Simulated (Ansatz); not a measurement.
Tuning the range parameter of LC-ωPBE so that −HOMO meets the ionisation energy; basis def2-SVP, Ansatz. System: Be9O9, a nanocrystal cut from wurtzite BeO (bare). The state is a singlet with charge 0. Geometry: PBE-D4/def2-SVP. The ionised state is a doublet.

Geometry of the singlet:

```xyz
18

Be   -1.160   -0.419    1.593
O     0.358   -0.097    2.135
O    -0.919   -1.951    1.188
Be    0.613   -1.507    1.438
Be   -0.403   -1.946   -0.330
O     1.203   -1.802   -0.012
Be    1.104    1.010    1.349
O     2.335    0.683    0.376
Be    1.861   -0.517   -0.574
O    -1.975    0.551    0.703
Be   -2.024   -0.011   -0.788
O    -1.130   -1.155   -1.445
Be   -1.079    1.699   -0.058
O     0.349    2.105    0.384
O    -1.416    1.268   -1.564
Be    1.410    1.518   -0.650
Be   -0.322    0.173   -1.980
O     1.194    0.399   -1.764
```

```csv
ω (1/bohr),HOMO (eV),LUMO (eV),vertical IE (eV),HOMO + IE (eV)
0.1,-8.75,-0.53,9.87,1.12
0.15,-9.41,-0.05,10.12,0.71
0.2,-9.99,0.31,10.44,0.45
0.3,-10.94,0.76,11.07,0.13
```

Where does the tuning condition hold?

Not within the range that was run.
